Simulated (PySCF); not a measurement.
C2H3Br3Si: core ionisation energies

Compound: Si(vinyl)Br3, C2H3Br3Si.
Bonds: Si1–C2, Si1–Br7, Si1–Br8, Si1–Br9, C2–C3. Hydrogens: H4 on C2; H5, H6 on C3.

Method used: PySCF 2.14.0, delta-SCF UKS SCAN, pcX-2 on the ionised atom, pcseg-1 elsewhere, spin-free X2C. Each binding energy is the total energy of the core-ionised species, with the hole localised on one atom, minus that of the ground state; both are solved self-consistently, so orbital relaxation is included.

Problem. What binding energy does each computed site have?

Solution. 
```tsv
atom(s)	environment	level	binding energy (eV)	2p1/2 (eV)	above the level's lowest (eV)	count
Si1	silicon bonded to 3 Br and C	Si 1s	1848.94	–	0.00	1
C3	carbon bonded to C and 2 H	C 1s	291.10	–	+0.30	1
C2	carbon bonded to C, Si and H	C 1s	290.80	–	0.00	1
Si1	silicon bonded to 3 Br and C	Si 2p3/2	108.84	109.47	0.00	1
```

Lowest listed C 1s: C2, bonded to C, H and Si. Highest, 0.30 eV above it: C3, bonded to C and 2 H.

Problem. Which effective nuclear charge Zeff reproduces each element's mean 1s value in the hydrogen-like formula E = 13.606 eV × Zeff²?

Solution. C (Z = 6): mean 290.9 eV, Zeff = 4.62, Z − Zeff = 1.38; Si (Z = 14): mean 1848.9 eV, Zeff = 11.66, Z − Zeff = 2.34. Means run over the listed sites, weighted by atom count.

Problem. Which photon energy gives electrons from Si 2p3/2 of Si1 a kinetic energy of 20 eV, and what is their de Broglie wavelength?

Solution. hν = 108.84 + 20 = 128.84 eV, recoil neglected; λ = 12.264 Å/√(E/eV) = 2.74 Å.

For 2p shells one spin-free hole was relaxed; a mean-field spin–orbit operator and the ground-state splitting of the three 2p orbitals were then diagonalised within the shell. The shell's mean is (2 × 2p3/2 + 2p1/2)/3, and the degeneracies 2j + 1 give areas of 2:1. 2p1/2 minus 2p3/2 (ligand field included): Si 0.63 eV. No level of bromine is listed. Geometry: PBE0-D3(BJ)/def2-SVP, one conformer, isolated molecule.

On an Arm Neoverse N1 with one thread, on a shared host, this took 60 s wall and 0.66 GiB of memory at its peak.
